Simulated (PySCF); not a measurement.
Method: PySCF, UPBE0, basis Mo def2-SVP with ECP28, O def2-SVP, I def2-SVP with ECP28 (scalar-relativistic core potentials, no spin–orbit coupling, density fitting).

```xyz
4
charge 0 multiplicity 3, angstrom
Mo   -0.4023   -0.6968    0.0000
O    -1.2227   -2.1178    0.0000
I     2.2220   -0.7466    0.0000
I    -1.7575    1.5511    0.0000
```

MoOI₂ (triplet), along the line from Mo1 (at 0) through O2 (at 1.641 Å). Core electrons replaced by a potential are absent, the electrostatic potential uses the reduced nuclear charge, and values within about 0.7 Å of such atoms have no physical meaning.

Task: Tabulate the fields along this line at 0.82, 0.90, 0.98, 1.07, 1.15, 1.23, 1.31, 1.39, 1.48, 1.56, 1.72, 1.80, 1.89, 1.97, 2.05, 2.13, 2.22, 2.30, 2.38, 2.46, 2.54, 2.63 Å.

Result: 
```
distance (Å)  electron density (e/Å³)  spin density (e/Å³)  electron localisation function  electrostatic potential (V)
        0.82                     2.16               0.0451                           0.411                         37.2
        0.90                      2.1                 0.02                           0.471                         30.8
        0.98                     2.35             -0.00417                           0.622                           29
        1.07                     2.86              -0.0307                           0.747                         32.3
        1.15                     3.67              -0.0637                           0.794                         42.7
        1.23                     4.81               -0.107                           0.749                           64
        1.31                     6.19               -0.159                           0.519                          104
        1.39                     8.32               -0.198                           0.165                          182
        1.48                       23               -0.193                           0.276                          356
        1.56                      186              -0.0742                           0.991                          943
        1.72                      185               -0.186                           0.989                          942
        1.80                       23               -0.156                           0.265                          354
        1.89                     8.49               -0.116                           0.193                          179
        1.97                     6.11              -0.0812                             0.6                         99.6
        2.05                     4.44              -0.0502                           0.832                         57.5
        2.13                     3.07              -0.0297                           0.895                         33.8
        2.22                     2.09              -0.0181                           0.909                         19.9
        2.30                      1.4              -0.0115                           0.904                         11.7
        2.38                    0.915             -0.00731                           0.886                         6.74
        2.46                     0.59             -0.00467                           0.854                         3.75
        2.54                    0.377             -0.00301                           0.804                         1.95
        2.63                    0.243             -0.00199                           0.732                        0.849
```

Open d and f shells are described by one determinant, and the ground state may have another occupation or spin. With an element this heavy the missing spin–orbit coupling can shift these numbers.
